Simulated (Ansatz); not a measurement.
## Molecular dynamics of H4C

The input (input.yaml):

```yaml
crystal:
  lattice:
    - [7.683475, 0.0, 0.0]
    - [0.0, 7.683475, 0.0]
    - [0.0, 0.0, 7.683475]
  atoms:
    - { symbol: C, position: [0.4284711, 0.14623046, 0.73172363] }
    - { symbol: H, position: [0.40065294, 0.09192443, 0.85367953] }
    - { symbol: H, position: [0.45384982, 0.27564392, 0.74783814] }
    - { symbol: H, position: [0.32817616, 0.10228549, 0.64512817] }
    - { symbol: H, position: [0.55538082, 0.11960026, 0.68535546] }
    - { symbol: C, position: [1.0003055, 0.28728499, 0.5105788] }
    - { symbol: H, position: [0.99272141, 0.23161815, 0.37438056] }
    - { symbol: H, position: [0.90038643, 0.37130716, 0.55110699] }
    - { symbol: H, position: [1.1231353, 0.34607061, 0.4963577] }
    - { symbol: H, position: [0.97485669, 0.19544704, 0.62147395] }
    - { symbol: C, position: [0.45678735, 0.64767602, 0.00613278] }
    - { symbol: H, position: [0.38941083, 0.72528387, -0.0955599] }
    - { symbol: H, position: [0.43870029, 0.73960659, 0.13107927] }
    - { symbol: H, position: [0.58457043, 0.61555532, -0.01262239] }
    - { symbol: H, position: [0.38725064, 0.52257215, 0.01715509] }
    - { symbol: C, position: [0.09022898, 0.76708045, 0.46882583] }
    - { symbol: H, position: [0.15284376, 0.84341767, 0.35457344] }
    - { symbol: H, position: [-0.03404098, 0.7083274, 0.41538904] }
    - { symbol: H, position: [0.08258418, 0.87244032, 0.57661883] }
    - { symbol: H, position: [0.18660207, 0.65766716, 0.49621113] }
    - { symbol: C, position: [0.36274982, 0.15835659, 0.21671949] }
    - { symbol: H, position: [0.44263979, 0.24248519, 0.12431976] }
    - { symbol: H, position: [0.2266831, 0.17136936, 0.18037713] }
    - { symbol: H, position: [0.39298466, 0.18995201, 0.35454312] }
    - { symbol: H, position: [0.39095448, 0.01746142, 0.22744249] }
    - { symbol: C, position: [0.91029755, 0.98929633, 0.8806412] }
    - { symbol: H, position: [0.94698956, 1.12978896, 0.82032955] }
    - { symbol: H, position: [0.98903841, 0.94680332, 0.99335135] }
    - { symbol: H, position: [0.91830328, 0.88762096, 0.791001] }
    - { symbol: H, position: [0.78134104, 1.0124233, 0.91761398] }
    - { symbol: C, position: [0.53754261, 0.50778045, 0.50117664] }
    - { symbol: H, position: [0.60081804, 0.39111106, 0.55102032] }
    - { symbol: H, position: [0.55207889, 0.65348369, 0.51591524] }
    - { symbol: H, position: [0.39433816, 0.46770584, 0.53530998] }
    - { symbol: H, position: [0.5277432, 0.46157394, 0.36299815] }
    - { symbol: C, position: [0.96934471, 0.54426651, 1.00645535] }
    - { symbol: H, position: [1.0505423, 0.52904849, 0.9010621] }
    - { symbol: H, position: [1.03220249, 0.64470115, 1.09372025] }
    - { symbol: H, position: [0.97010971, 0.44435332, 1.09779432] }
    - { symbol: H, position: [0.84393688, 0.59311067, 0.98461481] }
basis:
  ecutwfc: 420.0
kpoints:
  mp_grid: { grid: [1, 1, 1] }
hamiltonian:
  xc: pbe
  dispersion: d3bj
scf:
  occupations: { method: fermi_dirac, width: 0.02 }
  lower_state_search: "off"
md:
  timestep: 0.75
  n_steps: 400
  ensemble: npt_langevin
  temperature: 700.0
  initial_velocities: maxwell_boltzmann
  seed: 427404
  friction: 0.01
  pressure: 0.0
  fix_cell: [shape]
```

Launched with:

```bash
$ ansatz run input.yaml --threads 1 --pin off --max-ram 3072MiB --backend cpu --events-out ev --progress --plain --runs-dir out
```

It goes on from the last frame of an earlier run, with new velocities.

Output, in part (step lines):

```
md step     0: t =     0.00 fs  T =   682.5 K  F+E_penalty+E_count = -2523.32114651 eV  E_kin = 3.528798 eV  conserved = -2520.16134714 eV  P_inst = 1.3941 GPa  V = 453.6000 Å³  selection 1  (8 SCF iters)
[... lines left out ...]
```

The steps, from the saved trajectory:

```csv
time (fs),T (K),potential energy less start (eV),conserved less start (meV/atom),P (GPa),volume (Å³)
0.0,682,0.000,0.00,1.4,453.6
9.8,763,-0.315,-0.09,1.6,453.5
19.5,804,-0.653,-0.36,0.2,454.7
29.2,712,-0.341,0.14,-0.1,458.2
39.0,662,-0.177,0.43,0.6,463.8
48.8,774,-0.680,-0.14,0.8,470.1
58.5,815,-0.994,-0.45,1.1,476.8
68.2,718,-0.666,-0.09,1.8,486.5
78.0,657,-0.422,0.03,2.2,496.9
87.8,740,-0.605,-0.14,1.7,507.5
97.5,801,-1.037,0.05,-0.1,518.8
107.2,732,-0.568,0.18,-0.7,531.9
117.0,826,-0.871,-0.19,-0.6,543.7
126.8,926,-1.123,-0.35,-0.2,555.5
136.5,826,-0.539,0.03,1.1,567.5
146.2,690,-0.153,-0.12,1.4,580.6
156.0,614,-0.068,-0.11,0.2,592.2
165.8,635,-0.416,-0.09,-0.7,603.0
175.5,725,-0.889,-0.25,-0.9,613.7
185.2,719,-0.890,-0.43,0.1,623.9
195.0,788,-1.110,-0.50,0.3,631.8
204.8,746,-0.975,-0.04,0.5,637.3
214.5,677,-0.488,0.05,0.6,641.1
224.2,646,-0.461,-0.08,0.3,644.8
234.0,746,-0.664,-0.48,0.2,652.2
243.8,836,-0.954,-0.92,-0.2,659.1
253.5,724,-0.236,-0.12,0.9,663.6
263.2,729,-0.544,-0.78,0.1,669.4
273.0,772,-1.085,-0.78,-0.8,675.6
282.8,641,-0.510,-0.14,-0.6,681.1
292.5,651,-0.638,-0.09,-0.3,687.3
```

The run went to its last step. The conserved energy stayed within 1.3 meV per atom of its start (net change -0.4 meV per atom), so there is no drift, though single steps change it by up to 44 meV in the whole system, a sign of fast motions only just resolved. A run of 0.3 ps of so small a system gives no equilibrium averages. Limits of this set-up: coarse k mesh. The cell's volume went from 454 to 690 Å³.

Mean squared displacements from the first frame to the last, about the centre of mass, the cell's change included: C 3.04 Å², H 5.22 Å².

Last frame:

```xyz
40
Lattice="8.8374 0.0000 0.0000 0.0000 8.8374 0.0000 0.0000 0.0000 8.8374" Properties=species:S:1:pos:R:3
C 3.573 1.086 8.147
H 3.757 1.411 9.181
H 4.127 1.919 7.631
H 2.455 1.039 8.100
H 3.927 0.141 7.886
C 10.045 3.771 4.393
H 10.689 3.148 3.783
H 9.772 4.670 3.926
H 10.786 4.062 5.065
H 9.240 3.237 4.784
C 4.050 5.041 0.360
H 4.159 5.355 1.392
H 3.451 4.069 0.261
H 5.100 4.839 0.171
H 3.720 5.813 -0.383
C 0.687 6.974 2.087
H 0.369 7.347 3.052
H -0.227 6.888 1.668
H 1.445 6.196 2.102
H 1.111 7.929 1.746
C 4.168 -0.101 2.609
H 3.408 0.199 3.363
H 4.562 0.812 2.156
H 3.641 -0.583 1.796
H 4.908 -0.694 3.012
C 8.846 7.507 7.204
H 9.255 7.425 6.159
H 7.721 7.686 7.198
H 9.329 8.323 7.733
H 8.865 6.557 7.751
C 4.792 6.233 5.874
H 4.880 5.175 5.990
H 5.709 6.619 6.293
H 3.925 6.624 6.339
H 4.665 6.549 4.834
C 7.817 4.367 8.359
H 7.226 5.327 8.797
H 8.871 4.366 8.637
H 7.530 4.298 7.252
H 7.612 3.566 9.131
```

Time of the run: 17 min on 1 thread of Arm Neoverse V2 (shared host), peak memory 0.58 GiB.
